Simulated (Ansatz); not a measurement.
**Abstraction of Cl: Sn(CH3)Cl3 + CF3 → Sn(CH3)Cl2 + CClF3**

Gas-phase species: Sn(CH3)Cl3 (methyltin trichloride), singlet; CF3 (trifluoromethyl radical) `F[C](F)F`, doublet; Sn(CH3)Cl2, doublet; CClF3 `FC(F)(F)Cl`, singlet. A radical takes Cl: the energy is the difference in strength between the Sn–Cl bond broken and the C–Cl bond made.

Shapes, held fixed at every level: PBE0-D4/def2-TZVP. Programs: Ansatz 0.2.0. The zero-point and thermal change to 298 K, harmonic and unscaled (PBE0-D4/def2-TZVP), is +0.1 kJ/mol.

```tsv
level	kind	ΔH(298 K) (kJ/mol)	less CCSD(T)/def2-TZVPP
HF/def2-SVP	Hartree–Fock	+48.7	+36.3
SPW92/def2-TZVPP	LDA	-29.5	-41.9
r2SCAN-D4/def2-TZVPP	meta-GGA	+7.4	-5.0
r2SCAN0-D4/def2-TZVPP	global hybrid	+15.7	+3.3
wB97X-V/def2-TZVPP	range-separated hybrid	+12.9	+0.5
CCSD(T)/def2-SVP	coupled cluster or CI	+9.9	-2.5
CCSD/def2-TZVPP	coupled cluster or CI	+15.9	+3.5
CCSD(T)/def2-TZVPP	coupled cluster or CI	+12.4	0.0
```

The highest level, CCSD(T)/def2-TZVPP, gives ΔH(298 K) = +12.4 kJ/mol; the levels span -29.5 to +48.7. They disagree on the sign: 7 of 8 are positive. The column of differences is taken from that level and isn't an error. No measured value is set beside it here. Open shells run unrestricted. For atoms past krypton def2 sets carry core potentials with scalar relativity. Outer-core shells of Sn are correlated, in sets that cover them unevenly.
